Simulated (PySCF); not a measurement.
**Orbital picture of ReC**

MN15 at R = 1.691 Å; Re def2-TZVPP with ECP60, C def2-TZVPP; scalar-relativistic core potentials (PySCF 2.14). State: ⁴Σ⁻ (quartet), unpaired electrons σ ↑, δ ↑↑. Only the outer orbitals are listed, counted within each symmetry, core potentials removing the inner ones.

```tsv
spin	orbital	occ.	ε (eV)	on Re (%)	main shells (%)
α	4σ	1	-15.51	31	67 C s, 18 Re d, 10 Re s
α	2π	1	-8.85	71	70 Re d, 28 C p
α	2π	1	-8.85	71	70 Re d, 28 C p
α	5σ	1	-8.54	81	52 Re d, 29 Re s, 11 C p
α	1δ	1	-8.14	100	100 Re d
α	1δ	1	-8.14	100	100 Re d
α	6σ	1	-7.13	59	48 Re s, 28 C p, 13 C s
α	3π	0	-1.40	78	65 Re p, 22 C p, 13 Re d
α	3π	0	-1.40	78	65 Re p, 22 C p, 13 Re d
α	7σ	0	-0.21	77	56 Re p, 23 C p, 12 Re d
β	1π	1	-47.18	100	100 Re p
β	1π	1	-47.18	100	100 Re p
β	4σ	1	-15.79	32	66 C s, 18 Re d, 10 Re s
β	2π	1	-8.36	56	54 Re d, 43 C p
β	2π	1	-8.36	56	54 Re d, 43 C p
β	5σ	1	-7.80	37	39 C p, 34 Re d, 24 C s
β	6σ	0	-2.36	100	91 Re s, 9 Re d
β	1δ	0	-1.15	99	99 Re d
β	1δ	0	-1.15	99	99 Re d
```

**Question.** Which are the highest filled and the lowest empty level, where do they sit, and how wide is the gap?

**Answer.** Highest filled α 6σ at -7.13 eV (in %: 48 Re s, 28 C p, 13 C s); lowest empty β 6σ at -2.36 eV (in %: 91 Re s, 9 Re d); the gap at MN15 is 4.77 eV.

```
bond order (Mayer)                              : 3.04
⟨S²⟩                                            : 3.806
charge on Re (Mulliken, basis-dependent)        : 0.16
charge on Re (Löwdin, basis-dependent)          : 0.27
dipole moment (positive dipole means Re(−)C(+)) : -3.63 D
```

Spin–orbit coupling is left out. With d or f electrons several states lie close, and the lowest PBE0 determinant need not be the measured ground state.
